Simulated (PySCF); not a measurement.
CsF, SMILES [F][Cs].

Geometry: PBE0-D3(BJ)/def2-TZVPD. The def2 effective core potentials stand for the cores of Cs; spin–orbit coupling is left out.

The numbers are results of TDDFT-PBE/def2-TZVPD run with PySCF, not measurements.

Vertical excitations; the highest root listed may be one member of a degenerate set.  State labels are in the subgroup C2v.

Task: Estimate the UV-visible absorptions. (Estimate from the structure and the level; the computed values follow.)

Result: 
```tsv
state	symmetry	energy (eV)	λ (nm)	f	main pairs
S1	A1	3.61	343	0.034	HOMO→LUMO 100 %
S2	B1	3.73	332	0.001	HOMO−2→LUMO (degenerate set)
S3	B2	3.73	332	0.001	HOMO−1→LUMO (degenerate set)
S4	B1	4.79	259	0.003	HOMO→LUMO+1 (degenerate set)
S5	B2	4.79	259	0.003	HOMO→LUMO+2 (degenerate set)
S6	A1	4.92	252	0.012	HOMO→LUMO+3 85 %
S7	A1	4.95	251	0.000	HOMO−2→LUMO+1, HOMO−1→LUMO+2 (degenerate set)
S8	A2	4.95	251	0.000	HOMO−2→LUMO+2, HOMO−1→LUMO+1 (degenerate set)
S9	A1	4.95	250	0.023	HOMO−1→LUMO+2 43 %, HOMO−2→LUMO+1 43 %, HOMO→LUMO+3 13 %
S10	A2	4.96	250	0.000	HOMO−1→LUMO+1 50 %, HOMO−2→LUMO+2 50 %
T1	A1	3.52	352	0	HOMO→LUMO 100 %
T2	B2	3.71	334	0	HOMO−1→LUMO (degenerate set)
T3	B1	3.71	334	0	HOMO−2→LUMO (degenerate set)
T4	B2	4.77	260	0	HOMO→LUMO+2 100 %
```
Triplets are in the Tamm–Dancoff approximation, which puts them higher than full response would, so one can lie above its singlet here.
